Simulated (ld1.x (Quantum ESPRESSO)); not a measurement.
# u(r) = r·R(r): atom against pseudo-atom (potassium)

Columns: radius, all-electron u(r) and pseudo u(r) of the 4p shell (level -0.79 eV) of potassium in the configuration [Ar] 4s1 4p0; PBEsol, scalar-relativistic, TM scheme, ld1.x (Quantum ESPRESSO) 7.5.

```
r (bohr)  all-electron  pseudo
   0.210        0.0718  0.0012
   0.420        0.0101  0.0049
   0.630       -0.0734  0.0110
   0.840       -0.1216  0.0194
   1.050       -0.1317  0.0301
   1.260       -0.1148  0.0429
   1.470       -0.0820  0.0578
   1.680       -0.0411  0.0745
   1.890        0.0026  0.0931
   2.100        0.0463  0.1134
   2.310        0.0884  0.1352
   2.520        0.1280  0.1584
   2.730        0.1647  0.1829
   2.940        0.1985  0.2082
   3.150        0.2295  0.2339
   3.360        0.2578  0.2594
   3.570        0.2836  0.2840
   3.780        0.3070  0.3070
   3.990        0.3278  0.3278
   4.200        0.3461  0.3461
   4.410        0.3618  0.3618
   4.620        0.3750  0.3750
   4.830        0.3856  0.3856
   5.040        0.3938  0.3938
   5.250        0.3996  0.3996
   5.460        0.4033  0.4033
```

**Question.** How many radial nodes do the two functions have?

**Answer.** The all-electron 4p function has n − l − 1 = 2; the pseudo-wave has 0, since the states of the same l below it are removed with the core.

**Question.** At about which radius was the pseudo-wave matched?

**Answer.** 4.20 bohr. The columns agree to 0.0005 from 3.57 bohr on; several derivatives are matched, so the curves merge somewhat inside the radius.

**Question.** Is the pseudo-wave norm-conserving?

**Answer.** Yes: the TM scheme keeps the norm inside the radius equal to the all-electron one, which fixes the energy derivative of the logarithmic derivative at the level.
